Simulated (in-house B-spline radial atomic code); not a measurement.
The numbers below are computed, except where a source is named.
Stopping and range of 2 keV Ni in InSb

The pair potential comes from two frozen, spherical free-atom densities (PBE, B-spline radial code, scalar-relativistic past argon): electrostatics plus the change in Thomas-Fermi kinetic and Dirac exchange energy where they overlap, the recipe behind the universal ZBL potential, which averages such potentials (from solid-state densities) over many pairs. It is written V = (Z1 Z2 e²/r) φ(r/a), with e² = 14.3996 eV·Å and a = 0.46850 Å/(Z1^0.23 + Z2^0.23); ZBL's fit is φ = 0.18175 e^(−3.1998x) + 0.50986 e^(−0.94229x) + 0.28022 e^(−0.4029x) + 0.02817 e^(−0.20162x). Where φ falls below 4e-4 it is continued as an exponential.

The target is taken as amorphous, with density 5.77 g/cm³ (NSM archive of the Ioffe Institute); channelling is ignored. Masses: Ni 58.69, In 114.82, Sb 121.76 u. Nuclear stopping is S_n = 4π a Z1 Z2 e² M1/(M1 + M2) × s_n(ε), with s_n integrated over impact parameters for each pair. Electronic stopping is Lindhard and Scharff's S_e = Z1^(1/6) 8π e² a0 Z1 Z2/(Z1^(2/3) + Z2^(2/3))^(3/2) × v/v0, with a0 = 0.529177 Å and v = v0 at 24.801 keV/u; it misses the oscillations with Z1 seen in experiment, which reach tens of per cent. Compounds add by atom fraction.

| target atom | a (Å) | ε at this energy | s_n, this pair | s_n, ZBL potential |
| --- | --- | --- | --- | --- |
| In | 0.10186 | 0.006823 | 0.1429 | 0.1405 |
| Sb | 0.10136 | 0.006652 | 0.1415 | 0.139 |

Problem. What are the atom density and the stopping powers at entry?

Solution. N = 5.77 × 0.602214/118.29 = 0.02938 atoms/Å³. For In: S_n = 8553 × 0.1429 = 1222 eV·Å², S_e = 3.5296 × √2000 = 157.9 eV·Å². For Sb: S_n = 8518 × 0.1415 = 1205 eV·Å², S_e = 3.5872 × √2000 = 160.4 eV·Å². Averaged over the target's atoms (half each) and times N × 10 Å/nm, the ion loses N S_n = 357 eV/nm to recoils and N S_e = 46.7 eV/nm to electrons; the nuclear share is 88 %.

Along the track:

```tsv
E (keV)	N S_n (eV/nm)	N S_e (eV/nm)
0.1	75.9	10.5
0.3	141	18.1
0.6	204	25.6
1	262	33.1
1.5	315	40.5
2	357	46.7
```

Problem. Estimate the path length and the projected range.

Solution. With continuous slowing down the path is the integral of dE/(N (S_n + S_e)). Trapezoids over the table give 7.81 nm, and the stretch below the first row, with stopping taken as √E, adds 2E/(N S) = 2.3 nm: 10.1 nm in all, against 9.56 nm on a fine grid from 5 eV, a cut that itself drops some per cent of so short a path. Deflections shorten the depth: to first order in the energy passed on, N (S_n + S_e) dR_p/dE = 1 − N S_n (M2/M1) R_p/(2E), summed over the target's atoms, and integrating this on the fine grid gives R_p = 3.49 nm, 0.37 of the path. Lindhard's rule of thumb R/(1 + M2/3M1), with mean M2/M1 = 2.02, gives 5.72 nm; it is meant for M2/M1 below about 2. On the ZBL potential the same equation gives 3.54 nm, and the full integral equation, which keeps hard collisions, 3.56 nm.
